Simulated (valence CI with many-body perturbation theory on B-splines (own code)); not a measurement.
Results of a calculation; reference values are marked as such.
## A CI+MBPT run for La43+

The program does CI of the valence electrons with many-body perturbation theory for a frozen closed Dirac-Fock core.

Command, and the settings that its task file holds:

```sh
python run_cv.py task.json out
```

```
atom La  Z=57  mass_number=139  rms_radius_fm=4.8550
core [Ne]
valence 3s2 3p2
avg = 1
basis = S
breit = 1
cap = 10000
capref = 1200
cscale = 1
de = 0.0
dress = 0
eps = 2e-08
extrap = 1
h = 0.27
hh = 1
l2 = 3
lcore = 6
maxit = 60
n2 = 5
natural = 1
nlev = 21
nno = [3, 3, 3, 2, 1]
nroot = 26
ns = 4
nsp = [3, 3, 2, 1, 0]
pt2 = 1
qed = 1
rpa = 1
s1 = 0.8
s2 = 1
s3 = 1
screen = 1
tol = 2e-05
whole = 1
```

Log. The first blocks belong to the next ion, which gives the ionisation energy. Fields: 2J, parity (1 odd), roots, reference size, generating configurations, candidates as configurations/state functions, variational space P, stored matrix elements, Davidson steps; e2 is the range of second-order energies in hartree. The first line gives the box (bohr), its intervals, the orbitals and the steps of their self-consistent field. Window is the range of levels sought, series limit the energy at which the first omitted orbital would enter, core excitation an estimate of the first excitation out of the core, left out the lowest levels not solved, and shifts from estimates the range by which levels moved from their first estimate, all in cm⁻¹.

```
rmax 1.9 intervals 55 orbitals 36 references ['3s2 3p2', '3s 3p3', '3s2 3p 3d', '3p4', '3s 3p2 3d'] scf 3 t 0.6
2J=1 par=1 roots 2 ref 37 generators 7 cand 1120/1674 P 683/999 nnz 0 it 0
2J=1 par=1 roots 2 ref 37 generators 7 cand 467/712 P 857/1267 nnz 0 it 0
   second order: generators 13 cand 965/1422 e2 -0.00000 -0.00000
reference levels 484, estimated 63, window 3067215 1/cm; series limit 18727242, core excitation 38265917
2J=0 par=0 roots 3 ref 24 generators 9 cand 1534/2584 P 1861/2897 nnz 7.4e+05 it 4
2J=0 par=0 roots 3 ref 24 generators 14 cand 1565/2820 P 2177/3437 nnz 1e+06 it 4
   second order: generators 18 cand 2525/5033 e2 -0.00001 -0.00000
2J=2 par=0 roots 3 ref 41 generators 8 cand 2796/11441 P 1125/3553 nnz 1.5e+06 it 4
2J=2 par=0 roots 3 ref 41 generators 13 cand 2773/11413 P 2110/7389 nnz 5.5e+06 it 5
   second order: generators 17 cand 2754/13060 e2 -0.00002 -0.00001
2J=4 par=0 roots 4 ref 62 generators 12 cand 3336/17958 P 1162/3577 nnz 1.5e+06 it 5
2J=4 par=0 roots 4 ref 62 generators 21 cand 2981/16936 P 2488/10000 nnz 8.9e+06 it 6
   second order: generators 28 cand 3327/21787 e2 -0.00006 -0.00002
2J=4 par=1 roots 8 ref 65 generators 19 cand 3290/17836 P 1078/3589 nnz 1.6e+06 it 5
2J=4 par=1 roots 8 ref 65 generators 19 cand 3015/16811 P 2415/9998 nnz 9.1e+06 it 8
   second order: generators 32 cand 3094/19493 e2 -0.00007 -0.00002
2J=2 par=1 roots 6 ref 53 generators 17 cand 3020/12553 P 1255/3569 nnz 1.5e+06 it 4
2J=2 par=1 roots 6 ref 53 generators 19 cand 2701/11535 P 2817/9761 nnz 8e+06 it 6
   second order: generators 29 cand 3247/17122 e2 -0.00002 -0.00001
2J=6 par=1 roots 4 ref 57 generators 14 cand 2942/17414 P 1028/3577 nnz 1.6e+06 it 4
2J=6 par=1 roots 4 ref 57 generators 17 cand 2954/17253 P 2343/10000 nnz 9.4e+06 it 7
   second order: generators 27 cand 3321/24543 e2 -0.00005 -0.00003
2J=0 par=1 roots 2 ref 20 generators 8 cand 2291/3892 P 1400/2238 nnz 0 it 4
2J=0 par=1 roots 2 ref 20 generators 11 cand 1958/3332 P 1900/3121 nnz 8.7e+05 it 5
   second order: generators 14 cand 2384/4431 e2 -0.00001 -0.00001
2J=8 par=1 roots 1 ref 38 generators 5 cand 2481/12755 P 843/3246 nnz 1.7e+06 it 4
2J=8 par=1 roots 1 ref 38 generators 8 cand 2745/14268 P 1247/5004 nnz 3.2e+06 it 5
   second order: generators 11 cand 2837/16593 e2 -0.00004 -0.00004
2J=6 par=0 roots 1 ref 44 generators 5 cand 2864/16476 P 954/3561 nnz 1.7e+06 it 5
2J=6 par=0 roots 1 ref 44 generators 7 cand 2587/15459 P 1681/7672 nnz 6.2e+06 it 5
   second order: generators 12 cand 3001/18528 e2 -0.00005 -0.00005
left out: unestimated 4448249, estimated 3593068, shifts from estimates -1 to 38
```

What became of the run, and why?

It gave no result: the setting left no core shell for the response of the core. The program said: "need at least one array to concatenate".
